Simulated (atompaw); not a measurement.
**Plane-wave convergence, PAW (atompaw) potential for Ar**

```
Element                 : Ar (Z = 18)
Generator               : atompaw 4.2.0.5
Type                    : PAW
Functional              : PBE
Relativity              : scalar-relativistic
Frozen core             : [Ne]
Valence charge          : 8
Reference configuration : 3s2 3p6
Partial waves           : 3s (bound): rc 1.35 bohr; 3s channel at -1.35 Ry: rc 1.35 bohr; 3p (bound): rc 1.35 bohr; 3p channel at 0.85 Ry: rc 1.35 bohr
Local potential         : troulliermartins scheme with l = 2 at 0.5 Ry, radius 1.00 bohr
Core correction         : smooth core density matched at 1.20 bohr
Augmentation charge     : besselshape compensation charge, radius 0.95 bohr; PAW radius 1.35 bohr; waves and projectors: custom polynom vanderbiltortho
```

The pseudo-atom Hamiltonian at the reference potential is diagonalised in spherical Bessel functions j_l(qr) that vanish at 20 bohr, with q² up to the cutoff. All-electron valence levels (Ry): 3s -1.7851, 3p -0.7548.

Question: How do the lowest levels (Ry) of each channel move with the cutoff, and are there ghosts?

Answer:

```
cutoff (Ry)      s #1     s #2     p #1    p #2    d #1    f #1    f #2  Σ f·Δε (mRy)
          8   -1.7728  -0.0220  -0.6158  0.0388  0.0772  0.1199  0.2594         858.6
         12   -1.7739  -0.0221  -0.7188  0.0373  0.0772  0.1199  0.2594         238.8
         18   -1.7799  -0.0222  -0.7518  0.0368  0.0771  0.1199  0.2594          28.8
         25   -1.7831  -0.0223  -0.7545  0.0367  0.0771  0.1199  0.2594           5.9
         30   -1.7841  -0.0223  -0.7545  0.0367  0.0771  0.1199  0.2594           3.9
         40  -13.5409  -1.7844  -0.7547  0.0367  0.0771  0.1199  0.2594           2.2
         50  -30.1935  -1.7848  -0.7548  0.0367  0.0770  0.1199  0.2594           0.7
         60  -37.7179  -1.7850  -0.7548  0.0367  0.0770  0.1199  0.2594           0.3
        400  -43.6056  -1.7851  -0.7548  0.0367  0.0770  0.1199  0.2594           0.0
```

Result: ghost state, extra bound levels that the all-electron valence spectrum of the same l lacks: s at -593.3 eV (a true bound ghost makes a file unfit for plane-wave use); 10 mRy is reached at 40 Ry and 1 mRy at 50 Ry.
